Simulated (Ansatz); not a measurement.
C5H5F3, SMILES `F[C@H]1[C@H](F)C=C[C@@H]1F`, relaxed with RKS PBE-D4/def2-SVP in Ansatz 0.2.0 from a rough embedded geometry. The force threshold is 0.03 eV/Å; the program also tests the step.

Total charge 0; spin multiplicity 1.

Start:

```xyz
13

F     0.223    2.198   -0.900
C     0.186    1.226    0.072
C    -1.167    0.676    0.135
C    -1.222   -0.732    0.137
C     0.230   -1.194    0.103
F     0.367   -2.211   -0.778
C     1.018    0.002   -0.322
F     2.213    0.015    0.330
H     0.467    1.644    1.073
H    -2.101    1.274    0.181
H    -2.047   -1.312    0.236
H     0.521   -1.593    1.109
H     1.312    0.006   -1.375
```

```csv
step,energy (eV),largest force (eV/Å),largest move (Å)
1,-13391.1916,6.453,0.000
2,-13391.7425,1.674,0.065
3,-13391.7703,0.674,0.098
4,-13391.7982,0.184,0.041
5,-13391.8008,0.065,0.013
6,-13391.8016,0.010,0.015
```

End:

```xyz
13

F     0.301    2.268   -0.833
C     0.171    1.227    0.079
C    -1.218    0.654    0.106
C    -1.195   -0.693    0.130
C     0.215   -1.217    0.124
F     0.382   -2.286   -0.748
C     1.042    0.013   -0.292
F     2.292    0.046    0.293
H     0.490    1.614    1.076
H    -2.113    1.294    0.141
H    -2.066   -1.361    0.189
H     0.545   -1.554    1.134
H     1.153   -0.005   -1.399
```

Hardware: 4 threads of an Arm Neoverse V1 on a shared host. Wall time 14 s, peak host memory 0.19 GiB.
